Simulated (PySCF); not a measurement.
C₆H₁₄N (SMILES [CH2]CN(CC)CC), doublet, at a GFN2-xTB geometry; CCSD(T)/STO-3G (PySCF).

Input for PySCF:
```python
from pyscf import gto, scf, cc

mol = gto.M(
    atom='''
C    -0.78444055    2.31390624   -0.21213019
C    -0.92158376    0.94288145   -0.72618139
N    -0.04394399    0.01269195   -0.03996213
C    -0.37217413   -1.37418904   -0.32035186
C    -1.54199866   -1.85935503    0.53025707
C     1.36117018    0.32312723   -0.25379544
C     2.21178958   -0.09019059    0.94202307
H    -1.05819233    3.15268870   -0.82042225
H    -0.49978019    2.47238166    0.80799615
H    -0.76276961    0.92885085   -1.82472144
H    -1.95320338    0.58673815   -0.56728675
H    -0.59962097   -1.52657484   -1.39133346
H     0.50113629   -1.98333989   -0.08050316
H    -2.46403595   -1.34597804    0.26894386
H    -1.69149959   -2.92621058    0.38228199
H    -1.33130743   -1.67312532    1.57960319
H     1.74752037   -0.15271108   -1.17231933
H     1.43569776    1.40702297   -0.38063349
H     3.24141303    0.22568209    0.79252063
H     1.82551531    0.37660703    1.84369834
H     2.20015840   -1.16795700    1.08298302
''',
    basis='sto-3g',
    spin=1,
    verbose=4,
)

mf = scf.UHF(mol)
mf.kernel()

mycc = cc.CCSD(mf, frozen=7)
mycc.kernel()
et = mycc.ccsd_t()
print('E(CCSD(T)) = %.10f' % (mycc.e_tot + et))
```

What the program printed (banner, timings and long lists left out):

```
PySCF version 2.14.0

[INPUT] verbose = 4
[INPUT] num. atoms = 21
[INPUT] num. electrons = 57
[INPUT] charge = 0
[INPUT] spin (= nelec alpha-beta = 2S) = 1
[INPUT] symmetry False subgroup None
[INPUT] Mole.unit = angstrom
[INPUT] Symbol           X                Y                Z      unit          X                Y                Z       unit  Magmom
[...]
nuclear repulsion = 328.516754060458
number of shells = 35
number of NR pGTOs = 147
number of NR cGTOs = 49
basis = sto-3g
ecp = {}

******** <class 'pyscf.scf.uhf.UHF'> ********
method = UHF
initial guess = minao
damping factor = 0
level_shift factor = 0
DIIS = <class 'pyscf.scf.diis.CDIIS'>
diis_start_cycle = 1
diis_space = 8
diis_damp = 0
SCF conv_tol = 1e-09
SCF conv_tol_grad = None
SCF max_cycles = 50
direct_scf = True
direct_scf_tol = 1e-13
number electrons alpha = 29  beta = 28
Set gradient conv threshold to 3.16228e-05
init E= -287.526323311978

cycle= 1 E= -286.216319589038  delta_E= 1.31  |g|= 0.261  |ddm|=  3.8
cycle= 2 E= -286.273576371071  delta_E= -0.0573  |g|= 0.0772  |ddm|= 0.452
cycle= 3 E= -286.278821647153  delta_E= -0.00525  |g|= 0.0266  |ddm|= 0.139
cycle= 4 E= -286.279663925123  delta_E= -0.000842  |g|= 0.00949  |ddm|= 0.0573
cycle= 5 E= -286.279820197338  delta_E= -0.000156  |g|= 0.00308  |ddm|= 0.0278
cycle= 6 E= -286.279837725188  delta_E= -1.75e-05  |g|= 0.000803  |ddm|= 0.0106
cycle= 7 E= -286.279838905788  delta_E= -1.18e-06  |g|= 0.000279  |ddm|= 0.00261
cycle= 8 E= -286.279839051659  delta_E= -1.46e-07  |g|= 0.000133  |ddm|= 0.00083
cycle= 9 E= -286.279839089076  delta_E= -3.74e-08  |g|= 4.81e-05  |ddm|= 0.000476
cycle= 10 E= -286.279839094013  delta_E= -4.94e-09  |g|= 1.5e-05  |ddm|= 0.000191
cycle= 11 E= -286.279839094447  delta_E= -4.34e-10  |g|= 5.02e-06  |ddm|= 5.63e-05
Extra cycle  E= -286.279839094479  delta_E= -3.16e-11  |g|= 3.15e-06  |ddm|= 8.79e-06
converged SCF energy = -286.279839094479  <S^2> = 0.76500295  2S+1 = 2.0149471

******** <class 'pyscf.cc.uccsd.UCCSD'> ********
CC2 = 0
CCSD nocc = (np.int64(22), np.int64(21)), nmo = (42, 42)
frozen orbitals 7
max_cycle = 50
direct = 0
conv_tol = 1e-07
conv_tol_normt = 1e-06
diis_space = 6
diis_start_cycle = 0
diis_start_energy_diff = 1e+09
Init t2, MP2 energy = -0.33503910604666
Init E_corr(UCCSD) = -0.335039106054921
cycle = 1  E_corr(UCCSD) = -0.409161158235777  dE = -0.0741220522  norm(t1,t2) = 0.0981868
cycle = 2  E_corr(UCCSD) = -0.43196377096105  dE = -0.0228026127  norm(t1,t2) = 0.0371321
cycle = 3  E_corr(UCCSD) = -0.445712413796793  dE = -0.0137486428  norm(t1,t2) = 0.0167508
cycle = 4  E_corr(UCCSD) = -0.445952666485014  dE = -0.000240252688  norm(t1,t2) = 0.00380088
cycle = 5  E_corr(UCCSD) = -0.445940537020574  dE = 1.21294644e-05  norm(t1,t2) = 0.00145545
cycle = 6  E_corr(UCCSD) = -0.445979076066055  dE = -3.85390455e-05  norm(t1,t2) = 0.000527203
cycle = 7  E_corr(UCCSD) = -0.445974135824447  dE = 4.94024161e-06  norm(t1,t2) = 0.000158985
cycle = 8  E_corr(UCCSD) = -0.445973905131777  dE = 2.30692669e-07  norm(t1,t2) = 5.85223e-05
cycle = 9  E_corr(UCCSD) = -0.44597376259142  dE = 1.42540357e-07  norm(t1,t2) = 2.87542e-05
cycle = 10  E_corr(UCCSD) = -0.445973772928077  dE = -1.03366569e-08  norm(t1,t2) = 1.25462e-05
cycle = 11  E_corr(UCCSD) = -0.44597333147313  dE = 4.41454947e-07  norm(t1,t2) = 3.78061e-06
cycle = 12  E_corr(UCCSD) = -0.445972983850461  dE = 3.47622668e-07  norm(t1,t2) = 1.62228e-06
cycle = 13  E_corr(UCCSD) = -0.445972835994352  dE = 1.47856109e-07  norm(t1,t2) = 7.76619e-07
cycle = 14  E_corr(UCCSD) = -0.445972820447364  dE = 1.55469887e-08  norm(t1,t2) = 3.60608e-07
UCCSD converged
E(UCCSD) = -286.7258119149263  E_corr = -0.4459728204473637
UCCSD(T) correction = -0.00339758408794832
E(CCSD(T)) = -286.7292094990
```
